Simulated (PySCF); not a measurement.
Towards the basis-set limit for BI

State: ¹Σ⁺, singlet, closed shell. De refers to B + I. RHF-based CCSD(T) in PySCF 2.14 with B cc-pVTZ, I cc-pVTZ-PP with ECP28 and B cc-pVQZ, I cc-pVQZ-PP with ECP28 (frozen core orbitals: 10; scalar-relativistic core potentials). Correlation energies are extrapolated as n⁻³ (n = 3, 4), Hartree–Fock as (n+1)·exp(−9√n). CV is the change on freezing 4 orbitals instead, in B cc-pwCVTZ, I cc-pwCVTZ-PP with ECP28.

```csv
Level,Re (Å),ωe (cm⁻¹),ωexe (cm⁻¹),αe (cm⁻¹),De (eV)
CCSD(T)/TZ,2.1508,576.7,2.70,0.00266,3.538
CCSD(T)/QZ,2.1475,574.9,2.68,0.00269,3.624
HF/CBS,2.1560,566.2,2.70,0.00272,2.206
MP2/CBS,2.1284,589.9,2.66,0.00270,3.772
CCSD/CBS,2.1458,576.0,2.66,0.00268,3.471
CCSD(T)/CBS,2.1475,573.7,2.65,0.00268,3.687
CCSD(T)/CBS+CV,2.1328,578.4,2.61,0.00277,3.750
```

Task: How much is left between CCSD(T)/QZ and the basis-set limit, and how much do the triples give at the limit?

Result: CCSD(T)/CBS less CCSD(T)/QZ: +0.0 mÅ in Re, -1.2 cm⁻¹ in ωe and +0.063 eV in De. CCSD(T)/CBS less CCSD/CBS: +1.7 mÅ in Re, -2.3 cm⁻¹ in ωe and +0.216 eV in De.

Task: What do the later terms add?

Result: CV: -14.7 mÅ in Re, +4.7 cm⁻¹ in ωe and +0.063 eV in De, each against the row above.

The T1 diagnostic is 0.023, large enough to doubt a single reference. The open-shell atoms are computed with UHF. Spin–orbit coupling, excitations beyond (T) and corrections to the Born–Oppenheimer picture are left out, and spin–orbit coupling matters for open p, d or f shells this heavy.

The whole job (state search and all basis sets along the bond) took about 3.2 min on 4 threads of AMD EPYC 9R45 96-Core (shared host), peak memory 4.5 GiB.
